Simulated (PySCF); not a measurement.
**Electron correlation in Ir⁶⁶⁺ (iridium, charge +66)**

[Ne] 3s1, 2S determinant. All numbers are calculated (PySCF 2.14, scalar relativity by spin-free X2C-1e, in an uncontracted even-tempered set (17 s from 20 bohr⁻², ratio 2.5; 12 p from 26 bohr⁻², ratio 2.5; 4 d from 92 bohr⁻², ratio 2.7; 4 f from 140 bohr⁻², ratio 2.7)). Frozen: 1s2; 9 electrons correlated; the 20 highest virtual orbitals of each spin left out.

```
  level  correlation energy (mhartree)
   CCSD                        -361.00
    (T)                          -0.05
CCSD(T)                        -361.05
```

Diagnostics: T1 = 3.4e-05, D1 = 0.0001, largest double amplitude 0.002.

Cost of the coupled-cluster step: about 24 core-seconds, for 9 correlated electrons.

Iterations:

```
CC2 = 0
CCSD nocc = (np.int64(5), np.int64(4)), nmo = (80, 80)
frozen orbitals [[0, 81, 82, 83, 84, 85, 86, 87, 88, 89, 90, 91, 92, 93, 94, 95, 96, 97, 98, 99, 100], [0, 81, 82, 83, 84, 85, 86, 87, 88, 89, 90, 91, 92, 93, 94, 95, 96, 97, 98, 99, 100]]
max_cycle = 100
direct = 0
conv_tol = 1e-08
conv_tol_normt = 1e-06
diis_space = 8
diis_start_cycle = 0
Init t2, MP2 energy = -0.360170750658624
Init E_corr(UCCSD) = -0.360170750658624
cycle = 1  E_corr(UCCSD) = -0.36097514834468  dE = -0.000804397686  norm(t1,t2) = 0.000193711
cycle = 2  E_corr(UCCSD) = -0.361000917081279  dE = -2.57687366e-05  norm(t1,t2) = 5.39129e-06
cycle = 3  E_corr(UCCSD) = -0.361001301808585  dE = -3.84727307e-07  norm(t1,t2) = 1.95133e-07
cycle = 4  E_corr(UCCSD) = -0.36100130134949  dE = 4.59095706e-10  norm(t1,t2) = 8.53382e-10
UCCSD converged
E(UCCSD) = -12369.94936341077  E_corr = -0.3610013013494896
UCCSD(T) correction = -5.1612409349312e-05
```

At this charge the one-electron X2C treatment keeps the bare 1/r₁₂, with no two-electron picture change or Breit term. The effect here is smaller than on the frozen 1s shell; and a scalar Hamiltonian misses the large spin-orbit splitting of the p shells, which matters for ns² → np² pairs.
